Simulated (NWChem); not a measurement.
# C₃H₄OS; SMILES C1C(CS1)=O

```xyz
9

O      0.0000     0.0000     2.1716
C      0.0000     0.0000     0.9700
C      0.0000    -1.1766    -0.0145
S      0.0000     0.0000    -1.4525
C      0.0000     1.1766    -0.0145
H     -0.8928    -1.8065     0.0553
H      0.8928    -1.8065     0.0553
H     -0.8928     1.8065     0.0553
H      0.8928     1.8065     0.0553
```
Atoms are numbered in this order, from 1.

Results from NWChem. All runs use the structure optimised with B3LYP/6-31G* (spherical d). Level SCAN/def2-SVP: energy and gradient on several grids; changes count from the extra-fine grid, which is no exact limit either.

```tsv
grid	size of the energy change (μHa)	largest change of a gradient component (μHa/bohr)	time, medium = 1 (rough)
xcoarse	10000	8000	about 1
coarse	3000	2000	about 1
medium	2000	900	about 1
fine	1000	400	about 1
xfine	< 10	< 30	3
```
